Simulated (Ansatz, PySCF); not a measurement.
Sb(F)2(Et) (C2H5F2Sb), SMILES [F][Sb]([CH2]C)[F]. Atoms are numbered in the order given.

```xyz
10

Sb     0.1418    -0.2179     0.5597
F     -0.6111    -1.5713    -0.6068
F      1.6812     0.1431    -0.5625
C     -1.0159     1.3536    -0.3621
C     -0.9362     1.2862    -1.8787
H     -0.6294     2.3073     0.0366
H     -2.0494     1.2452     0.0092
H     -1.3146     0.3212    -2.2460
H      0.1052     1.3829    -2.2186
H     -1.5281     2.0898    -2.3447
```

The structure is a stationary point at PBE0-D3(BJ)/def2-SVP. The structure was generated by enumeration; whether it is a known compound was not checked. The def2 effective core potentials stand for the cores of Sb; spin–orbit coupling is left out. One conformer was computed; it need not be the lowest.

Two levels are set side by side: PBE-D3(BJ)/def2-SVP (Ansatz, a first-principles code) and PBE0-D3(BJ)/def2-SVP (Ansatz). Each level has its own optimised geometry; the coordinates shown are those of the second. Frequencies come from the Hessian of PySCF at each geometry. Differences are taken from unrounded values.

| quantity | PBE0-D3(BJ) |
|---|---|
| mean bond length (Å) | 1.452 |
| bond Sb1–F2 (Å) | 1.939 |
| bond Sb1–F3 (Å) | 1.939 |
| bond Sb1–C4 (Å) | 2.159 |
| bond C4–C5 (Å) | 1.520 |
| bond C4–H6 (Å) | 1.104 |
| bond C4–H7 (Å) | 1.104 |
| bond C5–H8 (Å) | 1.100 |
| bond C5–H9 (Å) | 1.100 |
| bond C5–H10 (Å) | 1.101 |
| highest harmonic wavenumber (cm⁻¹) | 3172 |
| mean harmonic wavenumber (cm⁻¹) | 1263 |
| zero-point energy (kcal/mol) | 43.33 |

Task: What does PBE-D3(BJ) give, and how far is it from PBE0-D3(BJ)? (The exact figures need the calculation; the answer reports its results.)

Result: 
```json
[
 {"quantity": "mean bond length (Å)", "PBE-D3(BJ)": "1.466", "PBE-D3(BJ) minus PBE0-D3(BJ)": "0.014"},
 {"quantity": "bond Sb1–F2 (Å)", "PBE-D3(BJ)": "1.963", "PBE-D3(BJ) minus PBE0-D3(BJ)": "0.025"},
 {"quantity": "bond Sb1–F3 (Å)", "PBE-D3(BJ)": "1.963", "PBE-D3(BJ) minus PBE0-D3(BJ)": "0.025"},
 {"quantity": "bond Sb1–C4 (Å)", "PBE-D3(BJ)": "2.189", "PBE-D3(BJ) minus PBE0-D3(BJ)": "0.030"},
 {"quantity": "bond C4–C5 (Å)", "PBE-D3(BJ)": "1.527", "PBE-D3(BJ) minus PBE0-D3(BJ)": "0.007"},
 {"quantity": "bond C4–H6 (Å)", "PBE-D3(BJ)": "1.112", "PBE-D3(BJ) minus PBE0-D3(BJ)": "0.008"},
 {"quantity": "bond C4–H7 (Å)", "PBE-D3(BJ)": "1.112", "PBE-D3(BJ) minus PBE0-D3(BJ)": "0.008"},
 {"quantity": "bond C5–H8 (Å)", "PBE-D3(BJ)": "1.108", "PBE-D3(BJ) minus PBE0-D3(BJ)": "0.008"},
 {"quantity": "bond C5–H9 (Å)", "PBE-D3(BJ)": "1.108", "PBE-D3(BJ) minus PBE0-D3(BJ)": "0.008"},
 {"quantity": "bond C5–H10 (Å)", "PBE-D3(BJ)": "1.110", "PBE-D3(BJ) minus PBE0-D3(BJ)": "0.008"},
 {"quantity": "highest harmonic wavenumber (cm⁻¹)", "PBE-D3(BJ)": "3078", "PBE-D3(BJ) minus PBE0-D3(BJ)": "-93"},
 {"quantity": "mean harmonic wavenumber (cm⁻¹)", "PBE-D3(BJ)": "1220", "PBE-D3(BJ) minus PBE0-D3(BJ)": "-43"},
 {"quantity": "zero-point energy (kcal/mol)", "PBE-D3(BJ)": "41.87", "PBE-D3(BJ) minus PBE0-D3(BJ)": "-1.46"}
]
```

GGA bonds tend to be longer and softer than those of functionals with exact exchange. Differences between two approximate levels are no errors against the true value.
